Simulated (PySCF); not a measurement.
VO2Cl (singlet). Computed with PBE0 in PySCF with V def2-SVP, O def2-SVP, Cl def2-SVP; no relativity; density-fitted integrals.

Harmonic bands of its minimum:

```
ω (cm⁻¹)  IR (km/mol)
     152         55.9
     197          2.9
     367         27.5
     508         45.7
    1140          243
    1152          126
```

**Question.** The central atom is V. Infer the point group and assign the bands.

**Answer.** Cs. The modes span 4a' + 2a'': 152 a', 197 a'', 367 a', 508 a', 1140 a'', 1152 a'. The computed geometry has V–Cl 2.177 Å, V–O 1.556 Å (×2); Cl–V–O 117.1° (×2), O–V–O 109.1°.

Stability towards spin polarisation was not tested. This need not be the most stable arrangement of these atoms.
